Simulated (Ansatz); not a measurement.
Results of the Gaussian-basis code of Ansatz.

A structure relaxed at PBE0-D4/def2-TZVP, charge 0, multiplicity 1:

```xyz
14

C     0.5908    0.4993   -1.7777
Al    0.4989    0.1368    0.1475
C    -0.5473    1.2728    1.3564
N    -0.4971   -1.6540    0.2275
Cl    2.3336   -0.6312    1.0033
H     1.1691    1.4078   -1.9746
H     1.0801   -0.3063   -2.3350
H    -0.3985    0.6575   -2.2220
H    -0.0796    2.2566    1.4663
H    -0.6271    0.8534    2.3648
H    -1.5643    1.4507    0.9889
H    -1.4485   -1.6171   -0.1237
H    -0.5246   -1.9798    1.1889
H     0.0146   -2.3467   -0.3107
```

Give its formula and SMILES.

C2H9AlClN, `[CH3][Al-]([CH3])([NH3+])[Cl]`.

Point group (tolerance 0.08 Å, 0.16 Å for H)?

Cs.

Summarise the bond lengths by kind.

2 × Al–C 1.961 Å; 6 × C–H 1.095 to 1.096 Å; 1 × Al–N 2.051 Å; 1 × Al–Cl 2.165 Å; 3 × H–N 1.015 to 1.016 Å.
